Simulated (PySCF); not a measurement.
All values below come from ωB97X-D3(BJ)/def2-TZVP // PBE0-D3(BJ)/def2-TZVP (PySCF 2.14.0). All species are isolated molecules in the gas phase. Delta-SCF ions had no search for a lower state. Excitations are Tamm–Dancoff values on a coarser integration grid. The basis has no diffuse functions, so Rydberg states are missing or too high.

Reference species (SMILES): `[I][Al]([Br])[I]` (neutral, multiplicity 1).

| Property | Result |
|---|---|
| HOMO | -10.16 eV |
| vertical ionisation energy (Delta-SCF) | 10.16 eV |
| S1 excitation (TDA) | 5.48 eV |

After one change: the HOMO falls by 0.87 eV; the vertical ionisation energy (Delta-SCF) rises by 0.98 eV; the S1 excitation (TDA) increases by 0.94 eV.

### Question
Which change was made? The new species is one of these.
A. `[Br][Al]([Br])[I]`
B. `[Br][Al]([Br])[Br]`
C. `[I][Al]([I])[I]`

### Answer
B, `[Br][Al]([Br])[Br]`
